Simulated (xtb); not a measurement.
C2H8N (SMILES C[NH2+]C), charge +1, singlet, geometry from GFN2-xTB; GFN2-xTB run with xtb.

Input for xtb:
```
$ xtb mol.xyz --gfn 2 --chrg 1 --uhf 0 --json

# file mol.xyz
11

C     -0.02333821    -0.27178422     1.23058526
N      0.03459018     0.54534707     0.00080941
C     -0.01095720    -0.26891545    -1.23138777
H      0.81917921    -0.96023702     1.25829085
H      0.01259112     0.36354745     2.11314052
H     -0.94632669    -0.84824181     1.24954279
H      0.89993071     1.10048027     0.00580798
H      0.83180433    -0.95731169    -1.25222260
H      0.03383921     0.36847078    -2.11205406
H     -0.93370156    -0.84531649    -1.26097066
H     -0.75367517     1.20537707    -0.00238562
```

It wrote (shortened):

```
   ID    Z sym.   atoms
    1    6 C      1, 3
    2    7 N      2
    3    1 H      4-11

           -------------------------------------------------
          |                Calculation Setup                |
           -------------------------------------------------

           -------------------------------------------------
          |                 G F N 2 - x T B                 |
           -------------------------------------------------

          ...................................................
          :                      SETUP                      :
          :.................................................:
          :  # basis functions                  20          :
          :  # atomic orbitals                  20          :
          :  # shells                           14          :
          :  # electrons                        20          :
          :  max. iterations                   250          :
          :  Hamiltonian                  GFN2-xTB          :
          :  restarted?                      false          :
          :  GBSA solvation                  false          :
          :  PC potential                    false          :
          :  electronic temp.          300.0000000     K    :
          :  accuracy                    1.0000000          :
          :  -> integral cutoff          0.2500000E+02      :
          :  -> integral neglect         0.1000000E-07      :
          :  -> SCF convergence          0.1000000E-05 Eh   :
          :  -> wf. convergence          0.1000000E-03 e    :
          :  Broyden damping             0.4000000          :
          :  net charge                          1          :
          :  unpaired electrons                  0          :
          ...................................................

 iter      E             dE          RMSdq      gap      omega  full diag
   1    -10.9085497 -0.109085E+02  0.369E+00   12.02       0.0  T
   2    -10.9936345 -0.850847E-01  0.224E+00   11.33       1.0  T
   3    -10.9948709 -0.123644E-02  0.142E+00   11.24       1.0  T
   4    -10.9952120 -0.341081E-03  0.160E-01   11.15       1.0  T
   5    -10.9952186 -0.659347E-05  0.744E-02   11.16       1.0  T
   6    -10.9952204 -0.183365E-05  0.907E-03   11.18       3.3  T
   7    -10.9952205 -0.540559E-07  0.990E-04   11.18      30.4  T
   8    -10.9952205 -0.157697E-08  0.331E-04   11.18      91.0  T

   *** convergence criteria satisfied after 8 iterations ***

         :::::::::::::::::::::::::::::::::::::::::::::::::::::
         ::                     SUMMARY                     ::
         :::::::::::::::::::::::::::::::::::::::::::::::::::::
         :: total energy             -10.841436675002 Eh    ::
         :: gradient norm              0.000013776524 Eh/a0 ::
         :: HOMO-LUMO gap             11.176308205635 eV    ::
         ::.................................................::
         :: SCC energy               -10.995219318751 Eh    ::
         :: -> isotropic ES            0.107308112815 Eh    ::
         :: -> anisotropic ES         -0.010537290417 Eh    ::
         :: -> anisotropic XC          0.010185967605 Eh    ::
         :: -> dispersion             -0.003029541457 Eh    ::
         :: repulsion energy           0.153782643749 Eh    ::
         :: add. restraining           0.000000000000 Eh    ::
         :: total charge               1.000000000000 e     ::
         :::::::::::::::::::::::::::::::::::::::::::::::::::::

           -------------------------------------------------
          |                Property Printout                |
           -------------------------------------------------

    * Orbital Energies and Occupations

         #    Occupation            Energy/Eh            Energy/eV
      -------------------------------------------------------------
         1        2.0000           -0.9028704             -24.5684
         2        2.0000           -0.8565537             -23.3080
         3        2.0000           -0.8327778             -22.6610
         4        2.0000           -0.8094918             -22.0274
         5        2.0000           -0.7626429             -20.7526
         6        2.0000           -0.7445968             -20.2615
         7        2.0000           -0.6831278             -18.5889
         8        2.0000           -0.6818712             -18.5547
         9        2.0000           -0.6734879             -18.3265
        10        2.0000           -0.6691757             -18.2092 (HOMO)
        11                         -0.2584539              -7.0329 (LUMO)
        12                         -0.1551010              -4.2205
        13                         -0.1515015              -4.1226
        14                         -0.1149782              -3.1287
        15                         -0.0453049              -1.2328
        16                         -0.0106815              -0.2907
        17                          0.0211151               0.5746
        18                          0.0214904               0.5848
        19                          0.0346565               0.9431
        20                          0.0415631               1.1310
      -------------------------------------------------------------
                  HL-Gap            0.4107218 Eh           11.1763 eV
             Fermi-level           -0.4638148 Eh          -12.6210 eV

     #   Z          covCN         q      C6AA      α(0)
     1   6 C        3.687    -0.102    22.667     6.815
     2   7 N        3.529    -0.008    21.410     6.872
     3   6 C        3.687    -0.102    22.667     6.815
     4   1 H        0.925     0.119     1.618     1.989
     5   1 H        0.925     0.115     1.657     2.013
     6   1 H        0.925     0.119     1.618     1.989
     7   1 H        0.859     0.253     0.872     1.463
     8   1 H        0.925     0.119     1.618     1.989
     9   1 H        0.925     0.115     1.657     2.013
    10   1 H        0.925     0.119     1.618     1.989
    11   1 H        0.859     0.253     0.872     1.463

 Mol. C6AA /au·bohr⁶  :        558.941860
 Mol. C8AA /au·bohr⁸  :      11220.384091
 Mol. α(0) /au        :         35.410585

Wiberg/Mayer (AO) data.
largest (>0.10) Wiberg bond orders for each atom

 ---------------------------------------------------------------------------
     #   Z sym  total        # sym  WBO       # sym  WBO       # sym  WBO
 ---------------------------------------------------------------------------
     1   6 C    3.897 --     5 H    0.974     6 H    0.974     4 H    0.974
                             2 N    0.958
     2   7 N    3.743 --     1 C    0.958     3 C    0.958    11 H    0.913
                             7 H    0.913
     3   6 C    3.897 --     9 H    0.974     8 H    0.974    10 H    0.974
                             2 N    0.958
     4   1 H    0.986 --     1 C    0.974
     5   1 H    0.987 --     1 C    0.974
     6   1 H    0.986 --     1 C    0.974
     7   1 H    0.936 --     2 N    0.913
     8   1 H    0.986 --     3 C    0.974
     9   1 H    0.987 --     3 C    0.974
    10   1 H    0.986 --     3 C    0.974
    11   1 H    0.936 --     2 N    0.913
 ---------------------------------------------------------------------------

Topologies differ in total number of bonds
Writing topology from bond orders to xtbtopo.mol

molecular dipole:
                 x           y           z       tot (Debye)
 q only:        0.034       0.543       0.001
   full:        0.049       0.777       0.001       1.979
molecular quadrupole (traceless):
                xx          xy          yy          xz          yz          zz
 q only:       -1.962       0.121      -0.057      -0.020      -0.002       2.019
  q+dip:       -0.470       0.060       0.476      -0.002       0.001      -0.006
   full:       -1.100       0.098       0.442      -0.009       0.000       0.658

           -------------------------------------------------
          | TOTAL ENERGY              -10.841436675002 Eh   |
          | GRADIENT NORM               0.000013776524 Eh/α |
          | HOMO-LUMO GAP              11.176308205635 eV   |
           -------------------------------------------------

normal termination of xtb
```
